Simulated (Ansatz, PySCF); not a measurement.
Molecule: CH2Br3Si, net charge 0, doublet state. It need not be the lowest isomer of its formula. 
Geometry from a B3LYP-D3(BJ)/def2-TZVP (Ansatz, a first-principles code) optimisation:
```
Si
C 1 1.8171
H 2 1.0829 1 121.56
H 2 1.0829 3 116.82 1 177.39
Br 1 2.2198 2 109.94 3 -30.90
Br 1 2.2198 2 109.94 3 -151.84
Br 1 2.2268 2 110.34 3 88.63
```
Charge 0, spin multiplicity 2.

Dipole moments at this geometry, in debye (magnitudes).

```tsv
level	program	dipole (D)
HF/def2-TZVPD	PySCF	1.97
revPBE/def2-TZVPD	Ansatz	1.63
r2SCAN/def2-TZVPD	Ansatz	1.74
B3LYP/def2-TZVPD	Ansatz	1.73
BHLYP/def2-TZVPD	Ansatz	1.85
r2SCANh/def2-TZVPD	Ansatz	1.78
r2SCAN0/def2-TZVPD	Ansatz	1.83
M06-2X/def2-TZVPD	PySCF	1.83
HSE06/def2-TZVPD	Ansatz	1.78
CCSD(T)/def2-SVPD	Ansatz	1.71
```
